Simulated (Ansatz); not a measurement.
Geometry optimisation, RKS r2SCAN/def2-mTZVP in Ansatz.

Input:

```yaml
crystal:
  periodic: [false, false, false]
  atoms:
    - { symbol: B, position_ang: [-0.1665, -0.4007, -0.1865] }
    - { symbol: Cl, position_ang: [1.396, -0.6477, -1.6742] }
    - { symbol: O, position_ang: [-0.8098, -1.4499, -0.5021] }
    - { symbol: H, position_ang: [0.0317, -1.7242, -1.4143] }
    - { symbol: C, position_ang: [-0.1225, 0.8224, 0.7645] }
    - { symbol: H, position_ang: [0.8044, 0.8492, 1.3319] }
    - { symbol: H, position_ang: [-0.1844, 1.7555, 0.21] }
    - { symbol: H, position_ang: [-0.9488, 0.7954, 1.4707] }
basis:
  gaussian: { orbitals: def2-mTZVP }
hamiltonian:
  xc: r2scan
relax:
  f_tol: 0.15
  max_steps: 25
  restrain:
    - { distance: [3, 1], at: 2.63, k: 30.0 }
    - { distance: [0, 1], at: 1.86, k: 30.0 }
    - { distance: [3, 2], at: 0.97, k: 30.0 }
```

Run as:

```bash
$ ansatz run input.yaml --threads 2 --pin off --max-ram 3072MiB --backend cpu --events-out ev --progress --plain --runs-dir out
```

Task: Where does it end, and by what steps?

Result: The forces met the threshold. The restraints hold the end off the free minimum. After 6 steps the energy has fallen by 1.844 eV (the restraints' own energy left out); H4 moved furthest, 0.58 Å. Joined: O3–H4.

```csv
step,energy less start (eV),largest force component (eV/Å),accepted
0,0.0000,1.987,yes
1,-0.7072,2.638,yes
2,-1.4322,1.287,yes
3,-1.6096,2.269,yes
4,-1.8186,0.613,yes
5,-1.8045,1.157,no
6,-1.8445,0.470,yes
```

```xyz
8
Properties=species:S:1:pos:R:3
B 0.082 -0.350 -0.352
Cl 1.527 -0.271 -1.487
O -0.753 -1.401 -0.504
H -0.454 -1.985 -1.219
C -0.086 0.776 0.696
H 0.809 0.841 1.321
H -0.169 1.747 0.200
H -0.956 0.643 1.344
```

The run took 22 s on 2 threads of Arm Neoverse V1, on a shared host, peak memory 0.18 GiB.
